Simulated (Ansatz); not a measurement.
Geometry optimisation, RKS PBE0/STO-3G in Ansatz 0.2.0.

Input file:

```yaml
crystal:
  periodic: [false, false, false]
  atoms:
    - { symbol: C, position_ang: [-1.8806, 0.7038, -0.4265] }
    - { symbol: O, position_ang: [-0.7259, 0.2112, -0.9361] }
    - { symbol: C, position_ang: [0.0037, -0.3516, 0.1023] }
    - { symbol: "N", position_ang: [-0.0798, -1.7904, 0.1369] }
    - { symbol: Al, position_ang: [1.9618, 0.0437, -0.269] }
    - { symbol: O, position_ang: [2.9433, 1.0215, 0.9659] }
    - { symbol: F, position_ang: [2.7491, -0.5127, -1.7773] }
    - { symbol: H, position_ang: [-1.692, 1.6386, 0.2155] }
    - { symbol: H, position_ang: [-2.5211, -0.0025, 0.1444] }
    - { symbol: H, position_ang: [-2.535, 1.1071, -1.271] }
    - { symbol: H, position_ang: [-0.1909, 0.0851, 1.1425] }
    - { symbol: H, position_ang: [0.3791, -2.1772, 0.9838] }
    - { symbol: H, position_ang: [-1.2149, -1.9684, 0.2993] }
    - { symbol: H, position_ang: [2.7906, 1.9625, 0.718] }
basis:
  gaussian: { orbitals: STO-3G }
hamiltonian:
  xc: pbe0
relax:
  f_tol: 0.02
  max_steps: 40
scf:
  lower_state_search: "off"
output:
  orbitals: {}
```

Launched with:

```bash
$ ansatz run input.yaml --threads 1 --pin off --max-ram 2048MiB --backend cpu --events-out ev --progress --plain --runs-dir out
```

Question: Where does it end, and by what steps?

Answer: The run converged. Limits of this set-up: minimal basis. After 39 steps the energy has fallen by 2.196 eV; F7 moved furthest, 2.48 Å.

```json
{"step": "0", "energy less start (eV)": "0.0000", "largest force component (eV/Å)": "5.631", "accepted": "yes"}
{"step": "2", "energy less start (eV)": "-1.6129", "largest force component (eV/Å)": "1.900", "accepted": "yes"}
{"step": "4", "energy less start (eV)": "-1.8471", "largest force component (eV/Å)": "0.664", "accepted": "yes"}
{"step": "6", "energy less start (eV)": "-2.0248", "largest force component (eV/Å)": "0.343", "accepted": "yes"}
{"step": "8", "energy less start (eV)": "-2.0688", "largest force component (eV/Å)": "0.229", "accepted": "yes"}
{"step": "10", "energy less start (eV)": "-2.0814", "largest force component (eV/Å)": "0.303", "accepted": "yes"}
{"step": "12", "energy less start (eV)": "-2.0862", "largest force component (eV/Å)": "0.107", "accepted": "yes"}
{"step": "14", "energy less start (eV)": "-2.0899", "largest force component (eV/Å)": "0.195", "accepted": "yes"}
{"step": "16", "energy less start (eV)": "-2.0954", "largest force component (eV/Å)": "0.281", "accepted": "yes"}
{"step": "18", "energy less start (eV)": "-2.1081", "largest force component (eV/Å)": "0.339", "accepted": "yes"}
{"step": "20", "energy less start (eV)": "-2.1249", "largest force component (eV/Å)": "0.397", "accepted": "yes"}
{"step": "22", "energy less start (eV)": "-2.1439", "largest force component (eV/Å)": "0.614", "accepted": "yes"}
{"step": "24", "energy less start (eV)": "-2.1611", "largest force component (eV/Å)": "0.356", "accepted": "yes"}
{"step": "26", "energy less start (eV)": "-2.1692", "largest force component (eV/Å)": "0.090", "accepted": "yes"}
{"step": "28", "energy less start (eV)": "-2.1725", "largest force component (eV/Å)": "0.141", "accepted": "yes"}
{"step": "30", "energy less start (eV)": "-2.1791", "largest force component (eV/Å)": "0.184", "accepted": "yes"}
{"step": "32", "energy less start (eV)": "-2.1854", "largest force component (eV/Å)": "0.164", "accepted": "yes"}
{"step": "34", "energy less start (eV)": "-2.1919", "largest force component (eV/Å)": "0.130", "accepted": "yes"}
{"step": "36", "energy less start (eV)": "-2.1951", "largest force component (eV/Å)": "0.119", "accepted": "yes"}
{"step": "38", "energy less start (eV)": "-2.1959", "largest force component (eV/Å)": "0.048", "accepted": "yes"}
{"step": "39", "energy less start (eV)": "-2.1960", "largest force component (eV/Å)": "0.012", "accepted": "yes"}
```

```xyz
14
Properties=species:S:1:pos:R:3
C -1.743 0.915 -0.168
O -0.293 0.848 -0.269
C 0.205 -0.378 0.373
N -0.287 -1.612 -0.361
Al 2.103 -0.085 0.140
O 2.551 1.394 -0.552
F 3.261 -1.141 0.570
H -2.095 0.821 0.881
H -2.250 0.137 -0.773
H -2.051 1.903 -0.552
H -0.152 -0.387 1.434
H 0.318 -2.403 -0.010
H -1.226 -1.863 0.054
H 1.647 1.823 -0.738
```

Whether the end is a true minimum wasn't checked by a vibrational analysis.

Run time: 4.2 min on 1 CPU thread of a shared host.
